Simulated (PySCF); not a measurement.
**Se(23+): ionisation energy**

Se(23+) [Ne] 3s1 (2S) → Se(24+) [Ne] (1S), as a difference of total energies. Calculation: PySCF 2.14, in an uncontracted even-tempered set (16 s from 2.5 bohr⁻², ratio 2.5; 10 p from 3.2 bohr⁻², ratio 2.5; 5 d from 12 bohr⁻², ratio 2.7; 4 f from 19 bohr⁻², ratio 2.7); no relativity, point nucleus. Correlated levels: outer shells: 1s2 frozen; virtual orbitals above 40 to 60 times the deepest correlated orbital energy dropped. The calculations carry no spin-orbit coupling.

| method | ionisation energy (eV) | difference from reference (eV) |
| --- | --- | --- |
| UHF | 1021.3 | -15.1 |
| MP2 (outer shells) | 1021.9 | -14.5 |
| SCS-MP2 (outer shells) | 1021.8 | -14.6 |
| CCSD (outer shells) | 1021.9 | -14.5 |
| CCSD(T) (outer shells) | 1021.9 | -14.5 |

Reference: 1036.4 eV (semi-empirical (NIST evaluation); NIST Atomic Spectra Database, ionization energies).

The gap to the reference is mostly relativistic.
